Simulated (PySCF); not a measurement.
# One molecule, several mistakes: B2CH5Si cation

All numbers below are calculated, not measured. They come from PySCF 2.14.0, an open-source quantum chemistry program, on an isolated molecule that a program drew, which may never have been made. The molecule is B2CH5Si cation (charge +1, singlet), drawn as the SMILES string `B=C[SiH+]B`.

Each row is a Hartree-Fock (HF) and frozen-core CCSD(T) single point in the cc-pV(D+d)Z basis, meant for a local HF minimum. Run 1 is clean. Each other run has one planted mistake out of seven kinds, and not every kind appears here: one electron removed, one electron added, multiplicity raised by two, geometry at a saddle point, minimal basis STO-3G, one bond length entered in bohr, all coordinates scaled. The reference is restricted for singlets and unrestricted otherwise, and also for a bond in bohr. Adding or removing an electron swaps singlet and doublet. Electrons count all cores. HOMO and LUMO are orbital energies over both spins, the gradient is its largest component, and the lowest frequency (negative if imaginary) is given only where the gradient is small. Bond lengths are over the 8 bonds as drawn. T1 is the CCSD diagnostic: over 0.02 (restricted) or 0.045 (unrestricted) a single reference is doubtful.

Geometry of the clean run:
```xyz
9
B2CH5Si cation, angstrom
B    -4.0167    2.3186    1.7896
C    -2.9389    2.6072    0.9295
Si   -1.9855    1.4155    0.0550
B    -2.2432   -0.6038    0.0885
H    -4.9101    2.0504    2.5009
H    -2.6732    3.6571    0.7981
H    -0.9025    1.9537   -0.7775
H    -2.9409   -1.1070   -0.7349
H    -1.6775   -1.2450    0.9171
```

```
run  electrons  basis functions  <S^2>  HOMO (eV)  LUMO (eV)  gradient (hartree/bohr)  lowest frequency (cm^-1)  mean bond (Å)  longest bond (Å)      T1  HF (hartree)  CCSD(T) (hartree)                     mistake
  1         34               90  0.000     -15.32      -4.37                  2.2e-05                        80         1.4147             2.036  0.0145    -378.75251         -379.17193                    no fault
  2         34               29  0.000     -13.68      -1.58                  2.5e-02                         -         1.4147             2.036  0.0139    -374.38142         -374.59715        minimal basis STO-3G
  3         35               90  0.760      -5.80       0.54                  6.7e-02                         -         1.4147             2.036  0.0534    -378.92790         -379.37210          one electron added
  4         34               90  0.000     -15.36      -5.26                  2.2e-05                      -146         1.4173             2.061  0.0152    -378.75240         -379.17229  geometry at a saddle point
  5         34               90  0.000     -14.26      -4.53                  5.5e-02                         -         1.5477             2.227  0.0171    -378.69205         -379.12769                           ?
  6         34               90  0.892     -13.23      -4.87                  8.0e-03                         -         1.6411             3.847  0.0430    -378.64519         -379.04630                           ?
```

**Which mistake was planted in run 5, and what did it cost?**

The mean and the longest bond both change by the same factor, 1.094, and the gradient is no longer small. So the mistake is: all coordinates scaled. Subtracting run 1 and multiplying by 627.51 kcal/mol a hartree, the energy moved by 37.9 kcal/mol in HF and 27.8 kcal/mol in CCSD(T).

**Which mistake was planted in run 6, and what did it cost?**

The mean bond changes by a factor of 1.160 and the longest by 1.889, so the molecule wasn't scaled as a whole. A length L in bohr read as angstrom grows by (1/0.5292 - 1) L = 0.890 L. The 8 bonds together grew by 8 x 0.2264 = 1.811 Å, which gives L = 2.036 Å. That is bond Si3-B4, 2.036 Å in the clean geometry. So the mistake is: one bond length entered in bohr. Subtracting run 1 and multiplying by 627.51 kcal/mol a hartree, the energy moved by 67.3 kcal/mol in HF and 78.8 kcal/mol in CCSD(T).

Cautions from the logs. Run 3: T1 is over the limit, so its CCSD(T) energy is less reliable.
